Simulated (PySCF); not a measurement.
Br2Pb, neutral, multiplicity 1. Atoms are numbered in the order given.

```xyz
3

Pb     0.0000     0.0000     0.7746
Br     0.0000     2.0286    -0.9074
Br     0.0000    -2.0286    -0.9074
```

The structure is a stationary point at r2SCAN-D4/def2-SVP. The isomer is the one that the SMILES or the coordinates give; other isomers of the formula were not compared. The def2 effective core potentials stand for the cores of Pb; spin–orbit coupling is left out.

Level of theory: TDDFT-PBE/def2-SVPD (PySCF).

Vertical excitations. Isolated molecule, no solvent. State labels are in the subgroup C2v.

| state | symmetry | energy (eV) | λ (nm) | f | main pairs |
|---|---|---|---|---|---|
| S1 | A2 | 2.85 | 435 | 0.000 | HOMO→LUMO 100 % |
| S2 | B1 | 2.98 | 417 | 0.001 | HOMO−1→LUMO 98 % |
| S3 | B2 | 3.43 | 362 | 0.034 | HOMO−2→LUMO 94 % |
| S4 | B1 | 3.89 | 319 | 0.007 | HOMO−4→LUMO 98 % |
| S5 | A1 | 3.90 | 318 | 0.012 | HOMO−3→LUMO 94 % |
| S6 | A2 | 4.49 | 276 | 0.000 | HOMO−5→LUMO 100 % |
| S7 | A1 | 4.72 | 263 | 0.023 | HOMO−1→LUMO+1 92 % |
| S8 | B2 | 4.73 | 262 | 0.019 | HOMO→LUMO+1 87 % |
| S9 | A2 | 4.80 | 258 | 0.000 | HOMO−2→LUMO+1 99 % |
| S10 | A1 | 4.98 | 249 | 0.013 | HOMO→LUMO+2 95 % |
| T1 | B1 | 2.72 | 455 | 0 | HOMO−1→LUMO 99 % |
| T2 | A2 | 2.75 | 451 | 0 | HOMO→LUMO 100 % |
| T3 | B2 | 2.91 | 426 | 0 | HOMO−2→LUMO 100 % |
| T4 | A1 | 3.19 | 388 | 0 | HOMO−3→LUMO 100 % |
Triplets are in the Tamm–Dancoff approximation, which puts them higher than full response would, so one can lie above its singlet here.
